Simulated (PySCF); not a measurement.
O4W, charge -2, singlet, geometry from GFN2-xTB (such geometries of metal compounds can be far from the true shape) (core potentials on W) (in this run its highest filled SCF level lies above zero, so its values depend strongly on the basis, on diffuse functions most of all); DF-R2SCAN/def2-TZVPP (PySCF).

The PySCF input:
```python
from pyscf import gto, scf, dft

mol = gto.Mole()
mol.atom = '''
    W     0.00000000   -0.00000000   -0.00000000
    O     1.22151270    0.75059407   -1.05310996
    O     0.81207991   -0.92511978    1.28421374
    O    -1.02182507   -1.09275821   -0.96243355
    O    -1.01176754    1.26728392    0.73132977
'''
mol.basis = 'def2-tzvpp'
mol.ecp = {'W': 'def2-tzvpp'}
mol.charge = -2
mol.verbose = 4
mol.build()

mf = dft.RKS(mol)
mf.xc = 'r2scan'
mf = mf.density_fit(auxbasis='def2-universal-jkfit')
mf.kernel()
mf.analyze()
```

Task: Write the output that PySCF gives for this input, abridged.

Result: 
```
PySCF version 2.14.0

[INPUT] verbose = 4
[INPUT] num. atoms = 5
[INPUT] num. electrons = 48
[INPUT] charge = -2
[INPUT] spin (= nelec alpha-beta = 2S) = 0
[INPUT] symmetry False subgroup None
[INPUT] Mole.unit = angstrom
[INPUT] Symbol           X                Y                Z      unit          X                Y                Z       unit  Magmom
[INPUT]  1 W      0.000000000000   0.000000000000   0.000000000000 AA    0.000000000000   0.000000000000   0.000000000000 Bohr   0.0
[INPUT]  2 O      1.221512700000   0.750594070000  -1.053109960000 AA    2.308324460678   1.418417223023  -1.990089403452 Bohr   0.0
[INPUT]  3 O      0.812079910000  -0.925119780000   1.284213740000 AA    1.534608621161  -1.748223016618   2.426812254003 Bohr   0.0
[INPUT]  4 O     -1.021825070000  -1.092758210000  -0.962433550000 AA   -1.930969529515  -2.065013737270  -1.818735822593 Bohr   0.0
[INPUT]  5 O     -1.011767540000   1.267283920000   0.731329770000 AA   -1.911963552325   2.394819530865   1.382012972041 Bohr   0.0

nuclear repulsion = 203.218650794036
number of shells = 60
number of NR pGTOs = 266
number of NR cGTOs = 180
basis = def2-tzvpp
ecp = {'W': 'def2-tzvpp'}

******** <class 'pyscf.df.df_jk.DFRKS'> ********
method = DFRKS
initial guess = minao
damping factor = 0
level_shift factor = 0
DIIS = <class 'pyscf.scf.diis.CDIIS'>
diis_start_cycle = 1
diis_space = 8
diis_damp = 0
SCF conv_tol = 1e-09
SCF conv_tol_grad = None
SCF max_cycles = 50
direct_scf = False
XC library pyscf.dft.libxc version 7.1.2
    S. Lehtola, C. Steigemann, M. J. T. Oliveira, and M. A. L. Marques,  SoftwareX 7, 1–5 (2018)
XC functionals = r2scan
    J. W. Furness, A. D. Kaplan, J. Ning, J. P. Perdew, and J. Sun,  J. Phys. Chem. Lett. 11, 8208–8215 (2020)
    J. W. Furness, A. D. Kaplan, J. Ning, J. P. Perdew, and J. Sun,  J. Phys. Chem. Lett. 11, 9248–9248 (2020)
    J. W. Furness, A. D. Kaplan, J. Ning, J. P. Perdew, and J. Sun,  J. Phys. Chem. Lett. 11, 8208–8215 (2020)
    J. W. Furness, A. D. Kaplan, J. Ning, J. P. Perdew, and J. Sun,  J. Phys. Chem. Lett. 11, 9248–9248 (2020)
radial grids:
    Treutler-Ahlrichs [JCP 102, 346 (1995); DOI:10.1063/1.469408] (M4) radial grids

becke partition: Becke, JCP 88, 2547 (1988); DOI:10.1063/1.454033
pruning grids: <function nwchem_prune>
grids dens level: 3
symmetrized grids: False
atomic radii adjust function: <function treutler_atomic_radii_adjust>
small_rho_cutoff = 0
Set gradient conv threshold to 3.16228e-05
Initial guess from minao.
tot grids = 80640
init E= -345.799244406583
  HOMO = -0.551152883310876  LUMO = -0.201610418227762  gap/eV = 9.51153
cycle= 1 E= -367.109248145861  delta_E= -21.3  |g|= 2.45  |ddm|= 12.2

WARN: HOMO 0.393656595334275 == LUMO 0.393658281366498

cycle= 2 E= -358.2920984455  delta_E= 8.82  |g|= 6.54  |ddm|= 13.3
  HOMO = 0.21082537008994  LUMO = 0.354198062265109  gap/eV = 3.90137
cycle= 3 E= -368.075729244593  delta_E= -9.78  |g|= 0.788  |ddm|= 13.2
  HOMO = 0.130503163510527  LUMO = 0.325880243945693  gap/eV = 5.31648
cycle= 4 E= -368.084080491425  delta_E= -0.00835  |g|= 0.822  |ddm|= 1.13
  HOMO = 0.145285725967173  LUMO = 0.336089597007767  gap/eV = 5.19204
cycle= 5 E= -368.177286922526  delta_E= -0.0932  |g|= 0.453  |ddm|= 0.574
  HOMO = 0.15150465357033  LUMO = 0.343914429798943  gap/eV = 5.23574
cycle= 6 E= -368.21828184276  delta_E= -0.041  |g|= 0.0542  |ddm|= 0.285
  HOMO = 0.147152159382203  LUMO = 0.343256186405114  gap/eV = 5.33626
cycle= 7 E= -368.218825541924  delta_E= -0.000544  |g|= 0.0126  |ddm|= 0.03
  HOMO = 0.146865415003262  LUMO = 0.3431594443664  gap/eV = 5.34143
cycle= 8 E= -368.218832827787  delta_E= -7.29e-06  |g|= 0.0105  |ddm|= 0.00992
  HOMO = 0.146341382340955  LUMO = 0.3430882956769  gap/eV = 5.35376
cycle= 9 E= -368.218854605307  delta_E= -2.18e-05  |g|= 0.00161  |ddm|= 0.00598
  HOMO = 0.146263883811178  LUMO = 0.343063796958532  gap/eV = 5.35520
cycle= 10 E= -368.218855019876  delta_E= -4.15e-07  |g|= 0.000541  |ddm|= 0.000884
  HOMO = 0.146252098022313  LUMO = 0.343065795260479  gap/eV = 5.35557
cycle= 11 E= -368.21885508431  delta_E= -6.44e-08  |g|= 3.11e-05  |ddm|= 0.000329
  HOMO = 0.14625136524167  LUMO = 0.343065907545316  gap/eV = 5.35560
cycle= 12 E= -368.218855084432  delta_E= -1.23e-10  |g|= 1.94e-05  |ddm|= 2.86e-05
  HOMO = 0.146252887421856  LUMO = 0.34306576128866  gap/eV = 5.35555
Extra cycle  E= -368.218855083639  delta_E= 7.93e-10  |g|= 6.63e-05  |ddm|= 4.33e-05
converged SCF energy = -368.218855083639
**** SCF Summaries ****
Total Energy =                        -368.218855083638914
Nuclear Repulsion Energy =             203.218650794035597
One-electron Energy =                 -953.570219379152604
Two-electron Energy =                  382.132713501478122
Two-electron Coulomb Energy =          424.494288086436939
DFT Exchange-Correlation Energy =      -42.361574584958817
HOMO-LUMO gap [eV] =                     5.355551084495157
**** MO energy ****
MO #1   energy= -18.5224204455299  occ= 2
MO #2   energy= -18.5224140001511  occ= 2
MO #3   energy= -18.5224063550055  occ= 2
MO #4   energy= -18.5223905563374  occ= 2
MO #5   energy= -2.55364265307082  occ= 2
MO #6   energy= -1.22059716656613  occ= 2
MO #7   energy= -1.2205966249483   occ= 2
MO #8   energy= -1.2205964374088   occ= 2
MO #9   energy= -0.46863776138208  occ= 2
MO #10  energy= -0.444278598472327 occ= 2
MO #11  energy= -0.444274708525377 occ= 2
MO #12  energy= -0.444268195929078 occ= 2
MO #13  energy= 0.0428319317484021 occ= 2
MO #14  energy= 0.0428352176731675 occ= 2
MO #15  energy= 0.0428372445254664 occ= 2
MO #16  energy= 0.0494518673261215 occ= 2
MO #17  energy= 0.0494524097974806 occ= 2
MO #18  energy= 0.0819844862264176 occ= 2
MO #19  energy= 0.127797027973704  occ= 2
MO #20  energy= 0.127798165362943  occ= 2
MO #21  energy= 0.127800486388954  occ= 2
MO #22  energy= 0.146245683747017  occ= 2
MO #23  energy= 0.146248972018929  occ= 2
MO #24  energy= 0.146252887421856  occ= 2
MO #25  energy= 0.34306576128866   occ= 0
MO #26  energy= 0.385163517771002  occ= 0
MO #27  energy= 0.385165061847396  occ= 0
MO #28  energy= 0.431075332649677  occ= 0
MO #29  energy= 0.431079128993133  occ= 0
MO #30  energy= 0.431082085829796  occ= 0
MO #31  energy= 0.45497970065635   occ= 0
MO #32  energy= 0.454981477907966  occ= 0

WARN: System has nonzero charge -2; the dipole moment is origin-dependent.
Location of origin: [0. 0. 0.]

Dipole moment(X, Y, Z, Debye): -0.00013, -0.00012, -0.00022
```
